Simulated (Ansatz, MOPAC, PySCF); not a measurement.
Dimer: H2 (SMILES [H][H]) (first 2 atoms) with CH4S (SMILES CS); geometry from B3LYP-D3(BJ)/def2-TZVP, rigid monomers moved along the line of their centres of mass till H1···S4 is 3.48 Å.
(charge 0, multiplicity 1):
```xyz
8

H      0.030    -0.330     0.154
H      0.378    -0.161    -0.483
C      0.842     0.790     3.532
S     -0.795    -0.009     3.516
H      0.848     1.664     4.180
H      1.535     0.052     3.933
H      1.160     1.060     2.527
H     -1.484     1.033     3.022
```

Monomers are frozen at their geometry in the pair; levels with a basis set take the counterpoise correction. Rows marked so take none.

Correlated levels freeze the cores. CBS(a, b) extrapolates the correlation energy as X⁻³ and adds the Hartree–Fock energy of set b. Rows in 3-21G, 6-31G* carry no dispersion term and start afresh at each structure (6-31G* with six Cartesian d functions). MP2/6-31G* freezes PySCF's default core. The state that AM1, PM7 reach isn't checked; PM7 holds dispersion and hydrogen-bond terms.

The values were computed with Ansatz (a first-principles code) with Gaussian orbitals; MOPAC for AM1, PM7 (differences of heats of formation); PySCF for 3-21G rows, 6-31G* rows, the dispersion terms. 

Other levels give for the interaction energy: PBE/def2-TZVPPD -0.53; B3LYP/def2-TZVPPD -0.11; B3LYP-D3(BJ)/def2-TZVPPD -0.59; wB97M-V/def2-TZVPPD -0.56; CCSD(T)/CBS(aug-cc-pV(D+d)Z, aug-cc-pV(T+d)Z) -0.60 kcal/mol.

### Question
What do these common cheap choices give for the same quantity: AM1, PM7, HF/3-21G (no counterpoise), HF/6-31G*, HF/6-31G* (no counterpoise), B3LYP/3-21G (no counterpoise), B3LYP/6-31G* (no counterpoise), MP2/6-31G*?

### Answer
AM1 0.04; PM7 -0.13; HF/3-21G (no counterpoise) -0.30; HF/6-31G* 0.00; HF/6-31G* (no counterpoise) -0.07; B3LYP/3-21G (no counterpoise) -0.47; B3LYP/6-31G* (no counterpoise) -0.21; MP2/6-31G* -0.15 kcal/mol. They span -0.47 to 0.04 kcal/mol.
